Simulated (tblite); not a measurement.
F$_{3}$Ga, triplet, geometry from GFN2-xTB (such geometries of metal compounds can be far from the true shape) (a higher spin typed on purpose: for a closed-shell molecule this is an excited state); GFN1-xTB (tblite).

Input for tblite:
```
$ tblite run mol.xyz --method gfn1 --charge 0 --spin 2 --efield 0,0,0.1 --json tblite.json --no-restart

# file mol.xyz
4

Ga    -0.22935533    -0.05016553     0.16489429
F     -1.72400498    -1.24032791    -0.08600818
F      0.69331432     1.52712243    -0.77539039
F      1.82069235    -0.11400212     0.29342934
```

Problem. Predict the main parts of the log of this tblite run.

Solution. 
```
xTB calculator
 | screened Coulomb repulsion
 | Coulomb electrostatics
 |  * isotropic Klopman-Ohno-Mataga-Nishimoto electrostatics
 |  * onsite third-order electrostatics
 | DFT-D3(BJ) dispersion correction
 | Interactions (1)
 | [1] electric field

halogen bonding energy    0.0000000000000E+00 Eh
repulsion energy          1.2967828422264E-03 Eh
dispersion energy        -4.8782575837254E-04 Eh
interaction energy        0.0000000000000E+00 Eh
number of electrons       2.4000000000000E+01 e
integral cutoff           4.0000000000000E+01 bohr

------------------------------------------------------------
  cycle        total energy    energy error   density error
------------------------------------------------------------
      1     -16.51631538031  -1.6517124E+01   3.3359473E-01
      2     -16.27619810656   2.4011727E-01   2.8783123E-01
      3     -16.58512936058  -3.0893125E-01   2.3396114E-01
      4     -16.57754197792   7.5873827E-03   1.8385067E-01
      5     -16.52540113587   5.2140842E-02   1.9706825E-01
      6     -16.66166760213  -1.3626647E-01   6.9803089E-02
      7     -16.66999765999  -8.3300579E-03   4.7480310E-02
      8     -16.29227037415   3.7772729E-01   2.6557588E-01
      9     -16.67936090775  -3.8709053E-01   1.3367565E-02
     10     -16.67667471267   2.6861951E-03   2.5285940E-02
     11     -16.67960493985  -2.9302272E-03   9.6271753E-03
     12     -16.68009320951  -4.8826966E-04   1.6398036E-03
     13     -16.68006791401   2.5295501E-05   2.6208921E-03
     14     -16.68007818015  -1.0266134E-05   2.1863752E-03
     15     -16.68010038493  -2.2204785E-05   8.1620290E-04
     16     -16.68010322686  -2.8419238E-06   3.8254111E-04
     17     -16.68010401358  -7.8672633E-07   2.4580693E-05
     18     -16.68010401216   1.4169714E-09   2.9014645E-05
     19     -16.68010401489  -2.7256490E-09   1.7221441E-05
------------------------------------------------------------

electronic energy        -1.6680912971974E+01 Eh
total energy             -1.6680104014890E+01 Eh

Post processing:
 | Mayer-Wiberg bond orders

[Info] JSON dump of results written to 'tblite.json'
```
